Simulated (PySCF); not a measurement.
A mixed set of molecules. Computed, not measured: PySCF 2.14.0, density-fitted response routines, TDDFT CAM-B3LYP/def2-SVPD, vertical, gas phase, core orbitals frozen in the response. Geometries: PBE0-D3(BJ)/def2-SVP; one conformer of each isolated species. Triplets are in the Tamm–Dancoff approximation. Atoms past krypton carry core potentials; spin–orbit coupling is left out.

**Question.** Rank by computed lowest singlet excitation energy, lowest first.
A. `[AlH2][NH2]`
B. `[GeH3][O]C1CC1`
C. `C=C/C(=C(\Cl)C)F`
D. `CN([SiH2]N(C)C)C`
E. `[CH3][Ti]([CH3])([CH3])[I]`

**Answer.** E (3.55 eV), C (5.29 eV), D (5.91 eV), A (6.22 eV), B (6.61 eV).

```json
{"SMILES": "[CH3][Ti]([CH3])([CH3])[I]", "S1 (eV)": "3.55", "α (au)": "117.3", "HOMO (eV)": "-8.79", "f (S1)": "0.000", "T1 (eV)": "3.28", "S1 mainly": "H-3→L/L+1 (≥47%)"}
{"SMILES": "C=C/C(F)=C(/C)Cl", "S1 (eV)": "5.29", "α (au)": "83.2", "HOMO (eV)": "-7.91", "f (S1)": "0.653", "T1 (eV)": "2.93", "S1 mainly": "H→L (98%)"}
{"SMILES": "CN(C)[SiH2]N(C)C", "S1 (eV)": "5.91", "α (au)": "94.5", "HOMO (eV)": "-7.57", "f (S1)": "0.021", "T1 (eV)": "5.79", "S1 mainly": "H→L (74%)"}
{"SMILES": "[H][Al]([H])[NH2]", "S1 (eV)": "6.22", "α (au)": "39.0", "HOMO (eV)": "-9.07", "f (S1)": "0.000", "T1 (eV)": "5.27", "S1 mainly": "H-1→L (100%)"}
{"SMILES": "[GeH3][O]C1CC1", "S1 (eV)": "6.61", "α (au)": "68.9", "HOMO (eV)": "-8.75", "f (S1)": "0.007", "T1 (eV)": "6.28", "S1 mainly": "H→L+1 (62%)"}
```

H and L stand for HOMO and LUMO. A slash joins orbitals within 0.01 eV of each other, whose weights are summed (≥ marks a lower bound).
